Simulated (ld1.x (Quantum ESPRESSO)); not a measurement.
## Configuration tests for Lu (TM)

* Element: lutetium (Lu)
* Generator: ld1.x (Quantum ESPRESSO) 7.5
* Type: norm-conserving Troullier–Martins (Kleinman–Bylander form)
* Functional: LDA (PZ)
* Relativity: scalar-relativistic
* Frozen core: [Kr] 4d10 4f14
* Valence charge: 11
* Reference configuration: 5s2 5p6 5d1 6s2 6p0
* Partial waves: 5p (bound): rc 1.70 bohr; 5d (bound): rc 2.65 bohr; 5s (bound): rc 1.65 bohr
* Local potential: the s channel
* Core correction: none

Occupied shells without a wave of their own: 6s. They enter only through the test configuration that unscreens the potential.

Energies are relative to the spin-unpolarised reference configuration 5s2 5p6 5d1 6s2 6p0; without spin polarisation the order of configurations can differ from experiment.

(1) Give the all-electron excitation energy and the error of the potential for: 5s2 5p6 5d1 6s1 6p0; 5s2 5p6 5d1 6s0 6p0; 5s2 5p6 5d0 6s0 6p0; 5s2 5p6 5d1 6s1.5 6p0; 5s2 5p6 5d1.5 6s1.5 6p0; 5s2 5p6 5d1 6s0 6p1; 5s2 5p6 5d1 6s0 6p2.

Levels in the configuration 5s2 5p6 5d0 6s0 6p0:

```json
{"level": "5s", "all-electron (eV)": "-88.018", "pseudo (eV)": "-89.751"}
{"level": "5p", "all-electron (eV)": "-58.257", "pseudo (eV)": "-59.744"}
```

The potential misses its own reference levels by up to 0.6 eV.

Results:

(1)

| valence configuration | charge | ΔE all-electron (eV) | error AE − PS (meV) |
| --- | --- | --- | --- |
| 5s2 5p6 5d1 6s1 6p0 | +1 | 7.581 | -724 |
| 5s2 5p6 5d1 6s0 6p0 | +2 | 21.153 | -1864 |
| 5s2 5p6 5d0 6s0 6p0 | +3 | 41.365 | -2672 |
| 5s2 5p6 5d1 6s1.5 6p0 | +0.5 | 3.078 | -319 |
| 5s2 5p6 5d1.5 6s1.5 6p0 | 0 | 1.475 | -269 |
| 5s2 5p6 5d1 6s0 6p1 | +1 | 11.954 | -1538 |
| 5s2 5p6 5d1 6s0 6p2 | 0 | 7.273 | -1304 |

The 6s level has no wave, so the channel is fitted at the deeper level alone: the likely source of the large errors.
